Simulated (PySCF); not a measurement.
C₃H₂N, doublet, at a GFN2-xTB geometry. Base run: PBE/6-31G* (PySCF).

PySCF was given this input:
```python
from pyscf import gto, scf, dft

mol = gto.M(
    atom='''
C    -0.113138   -1.673188    0.009367
C     0.548551   -0.556984   -0.005074
C    -0.072797    0.716799   -0.002318
H     0.061678   -2.721787    0.011804
H     1.644219   -0.484411   -0.020722
N    -0.554513    1.755205   -0.000419
''',
    basis='6-31g*',
    charge=0,
    spin=1,
    verbose=4,
)

mf = dft.UKS(mol)
mf.xc = 'pbe'
mf.kernel()
```

Each row names what was changed in the base input (with any setting that the change needs).

| change | ΔE vs base (mEh) | fitting functions | dipole (D) |
|---|---|---|---|
| base | 0.000 | - | 4.00 |
| auxbasis = cc-pvdz-jkfit | -0.059 | 326 | 4.00 |
| auxbasis = cc-pvtz-ri | -0.354 | 384 | 4.00 |
| auxbasis = autoaux | -0.213 | 459 | 4.01 |
| auxbasis = def2-tzvp-ri | -0.147 | 334 | 4.00 |
| auxbasis = cc-pvtz-jkfit | -0.046 | 376 | 4.00 |
| auxbasis = even-tempered beta=1.6 | -0.066 | 754 | 4.00 |
| auxbasis = even-tempered beta=2.0 | -0.104 | 504 | 4.01 |
| auxbasis = def2-universal-jfit | -0.067 | 218 | 4.00 |
| auxbasis = even-tempered beta=3.0 | -0.692 | 343 | 4.00 |

A fitting set is made for a task (jfit for Coulomb, jkfit for Coulomb and exchange, ri for correlation) and for a family of orbital bases.

Open shells are given as the SCF converged; they aren't shown to be the lowest states, and a large step between rows can be another state.
